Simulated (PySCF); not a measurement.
## C₆ coefficients of unlike pairs at PBE

Calculated with PySCF 2.14 from the dipole response of each species, C₆(A,B) = (3/π) ∫ α_A(iu) α_B(iu) du, in atomic units, from isotropic polarisabilities. For ions this is the dispersion term alone; charge-induced terms of lower order in 1/R come first.

```csv
species,configuration,basis,relativity,α (bohr³),C₆ (like pair)
V(2+),[Ar] 3d3 (4F),"x2c-QZVPPall with one added diffuse shell each of s, p, d, f, g type (12s8p6d4f3g)",spin-free X2C,5.004,15.00
Co,[Ar] 3d7 4s2 (4F),aug-cc-pwCVTZ-DK (10s9p7d4f3g),spin-free X2C,52.59,438.4
Li+,1s2 (1S),aug-cc-pVQZ (6s5p4d3f2g),none,0.1981,0.07236
Be+,[He] 2s1 (2S),aug-cc-pCVQZ-DK (9s8p6d4f2g),spin-free X2C,21.56,57.45
```

(1) Estimate C₆ for Be+ with V(2+).

No spin-orbit coupling is included.

The other pairs:

```
      pair      C₆
Li+, V(2+)  0.9700
   Be+, Co   157.0
  Be+, Li+   1.056
   Li+, Co   3.480
 Co, V(2+)   67.66
```

## Answers

(1) The integral gives 22.03. The combination rule 2 C_A C_B / (C_A α_B/α_A + C_B α_A/α_B) gives 22.11 and the geometric mean 29.36.
